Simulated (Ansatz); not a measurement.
Calculated with Ansatz (gas phase, PBE0-D4/def2-TZVP geometries, no zero-point term in ΔE). CCSD(T)/CBS adds triple-zeta CCSD(T) − MP2 to the extrapolated MP2 energy (def2 sets, frozen cores). This one scheme is used for every species. Each species was taken in one conformer, which may not be the lowest.

Reaction (formal exchange of groups at a C–F bond): `C=C(F)S` + `[OH][AlH2]` → `C=[C](S)[AlH][OH]` + H–F

`C=C(F)S`:

```xyz
7

C    -0.137    0.931    0.153
C    -0.177   -0.229   -0.479
F    -0.733   -0.330   -1.691
S     0.412   -1.807    0.009
H     0.311    1.019    1.131
H    -0.559    1.809   -0.317
H     0.884   -1.393    1.194
```

`[OH][AlH2]`:

Z-matrix (Å, degrees):
```
Al
O 1 1.696
H 1 1.585 2 119.7
H 1 1.577 2 116.0 3 -180.0
H 2 0.956 1 123.4 3 -0.0
```

`C=[C](S)[AlH][OH]`:

Cartesian coordinates in Å:
```
C 0.737 -1.416 -0.648
C 0.214 -0.701 0.355
S 0.133 -1.376 1.978
Al -0.464 1.086 0.045
O -0.354 1.670 -1.540
H 0.785 -0.997 -1.647
H 1.130 -2.423 -0.523
H -0.443 -0.322 2.581
H -1.086 1.945 1.222
H -0.652 2.532 -1.822
```

H–F:

Cartesian coordinates in Å:
```
F -0.127 0.415 -0.151
H 0.127 -0.415 0.151
```

| species | CCSD(T)/CBS(def2) energy (Eh) |
| --- | --- |
| `C=C(F)S` | -575.43615 |
| `[OH][AlH2]` | -319.03157 |
| `C=[C](S)[AlH][OH]` | -794.11221 |
| H–F | -100.39570 |

**Question.** Work out ΔE.

**Answer.** ΔE = (-794.11221) + (-100.39570) − (-575.43615) − (-319.03157) = -0.04019 Eh = -105.5 kJ/mol.

Largest T1 diagnostic among the species: 0.013.

Leaving LDA and LC-ωPBE aside and taking each functional with its dispersion term where it has one, the values, not all of them listed here, spread over 25.4 kJ/mol, from PBE-QIDH to B97M-V. In def2-TZVPP, CCSD(T) changes the Hartree–Fock value by −23.7 kJ/mol (the triples alone add −2.8 kJ/mol) and MP2 by −34.7 kJ/mol. From r2SCAN to r2SCAN0 (25 % exact exchange), in def2-TZVPP and without D4, ΔE moves by −4.8 kJ/mol.
